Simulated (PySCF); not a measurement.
## Correlation energy of Sn²⁺ (tin, charge +2)

[Kr] 4d10 5s1 5d1, high-spin 3D determinant (an excited configuration). Computed with PySCF 2.14 in aug-cc-pwCVTZ-DK3 with one added diffuse shell each of s, p, d, f type (11s10p8d5f1g, 125 functions), with scalar relativity by spin-free X2C-1e. Frozen: [Ar] 3d10; 20 electrons correlated.

MP2 pair energies summed by pair of shells (mhartree):

```tsv
pair	energy	share (%)
4d-4d	-335.91	52.5
4p-4d	-135.86	21.2
4d-5s	-50.89	7.9
4p-4p	-42.93	6.7
4s-4d	-29.79	4.7
4s-4p	-16.88	2.6
4d-5d	-12.01	1.9
4p-5s	-5.63	0.9
5s-5d	-5.13	0.8
4s-4s	-3.46	0.5
4p-5d	-0.83	0.1
4s-5s	-0.68	0.1
4s-5d	-0.15	0.0
```

Total MP2 correlation energy: -640.15 mhartree.

Same-spin part -223.58 and opposite-spin part -416.57 mhartree; SCS-MP2 scales them by 1/3 and 6/5 to -574.41 mhartree.
